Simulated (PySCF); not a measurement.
**Correlation energy of S⁺ (sulfur, charge +1)**

[Ne] 3s2 3p3, high-spin 4S determinant. All numbers are calculated (PySCF 2.14, no relativity, point nucleus, in aug-cc-pV(D+d)Z). Frozen: [Ne]; 5 electrons correlated.

MP2 pair energies summed by pair of shells (mhartree):

```
 pair  energy  share (%)
3s-3p  -46.35       64.5
3p-3p  -17.62       24.5
3s-3s   -7.89       11.0
```

Total MP2 correlation energy: -71.86 mhartree.

Same-spin part -19.67 and opposite-spin part -52.19 mhartree; SCS-MP2 scales them by 1/3 and 6/5 to -69.18 mhartree.

```
  level  correlation energy (mhartree)
   CCSD                         -92.15
    (T)                          -1.36
CCSD(T)                         -93.51
```

Diagnostics: T1 = 0.0020, D1 = 0.0061, largest double amplitude 0.056.

Problem. Is a single reference adequate?

Solution. Yes: T1 lies below 0.03 and no double amplitude reaches 0.07.
